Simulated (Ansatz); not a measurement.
Input file for Ansatz (a program for electronic structure): U-r2SCAN/def2-TZVPP on NaCl+, 2S+1 = 2, a spin state set in the input, which need not be the lowest, a point of a bond scan (R = 2.816 Å). Charge +1.

Ansatz 0.2 input:
```yaml
crystal:
  periodic: [false, false, false]
  atoms:
    - {symbol: Na, position_ang: [0.00000000, 0.00000000, 0.00000000]}
    - {symbol: Cl, position_ang: [0.00000000, 0.00000000, 2.81647700]}
basis:
  gaussian:
    orbitals: def2-TZVPP
    pivot_positions_ang: [[0.00000000, 0.00000000, 0.00000000], [0.00000000, 0.00000000, 2.81647700]]
hamiltonian:
  xc: {name: r2SCAN}
total_charge: 1
magnetization: {spin_polarized: true, initial_magnetization: 1}
output: {forces: true, orbitals: {seedname: ./end}}
```

The head of its log:

```
WARN ansatz: RAYON_NUM_THREADS=1 ignored (pool sized by the plan → 1); use --threads N
Functional definition: r2SCAN
integrals: 0.02 GiB planned
571 factors; their error is unknown
mean field: 0.21 GiB planned
mean field evaluation 1: about -16928.0032 eV, gradient 2.4e1 eV
mean field evaluation 2: about -16929.0853 eV, gradient 2.0e1 eV
```

### Question
What total energy does the run end on?

### Answer
-622.1841 hartree.
